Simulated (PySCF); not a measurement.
## [AsH2]-, singlet: molecular constants

These are results of PBE0/[As def2-TZVPD, H def2-TZVPD], no relativity, density fitting, PySCF, not measurements.

The structure is a minimum.

Coordinates in bohr (charge -1 multiplicity 1):
```
As    0.0000   -0.0535    0.0000
H     0.0000    1.9897    2.0740
H     0.0000    1.9897   -2.0740
```

```
Point group                                                                   : C2v
Bond lengths                                                                  : As–H 1.541 Å (×2)
Bond angles                                                                   : H–As–H 90.9°
Dipole moment about the centre of mass                                        : 0.48 D
Entropy at 298.15 K and 1 bar                                                 : 219.8 J/(mol K)
Rotational symmetry number                                                    : 2
Rotational constants                                                          : 7.347, 6.943, 3.57 cm⁻¹
Zero-point energy                                                             : 30.7 kJ/mol
Enthalpy at 298.15 K above 0 K                                                : 10.03 kJ/mol
Principal polarisabilities                                                    : 57.3, 60.6, 68.3 bohr³
Highest occupied level                                                        : 1.21 eV
Lowest empty level                                                            : 5.03 eV
Principal quadrupole moments (Buckingham, traceless) about the centre of mass : -2.74, 0.19, 2.55 D Å
Heat capacity Cp at 298.15 K                                                  : 35.0 J/(mol K)
```

Harmonic modes (masses in u: As 74.922, H 1.008):
| symmetry | ω (cm⁻¹) | IR (km/mol) | μ (u) |
| --- | --- | --- | --- |
| a1 | 972 | 37.0 | 1.02 |
| a1 | 2081 | 318 | 1.02 |
| b2 | 2086 | 350 | 1.02 |

In C2v the vibrations span 2a1 + b2. Here b1 is antisymmetric to the molecular plane and b2 lies in it.

Charges (e); Mulliken and Löwdin values are unreliable with diffuse functions:
```json
{"atom": "As1", "Mulliken": "-0.77", "Löwdin": "0.01", "polar tensor": "-0.48", "Mayer order to As1": "–"}
{"atom": "H2,3", "Mulliken": "-0.11", "Löwdin": "-0.50", "polar tensor": "-0.26", "Mayer order to As1": "1.27"}
```

Mulliken populations on As1: s 7.89, p 15.80, d 10.08, f 0.01.

The highest occupied level lies above zero, a sign of self-interaction error or too small a basis; response properties are unreliable. This need not be the most stable arrangement of these atoms. The lowest empty level of this anion is unbound, so it and the gap depend on the basis.

The final relaxation and frequency run took 7.3 s on 2 threads of a shared Arm Neoverse V1 host, with 72 basis functions and 8 gradients; the process peaked at 0.71 GiB.
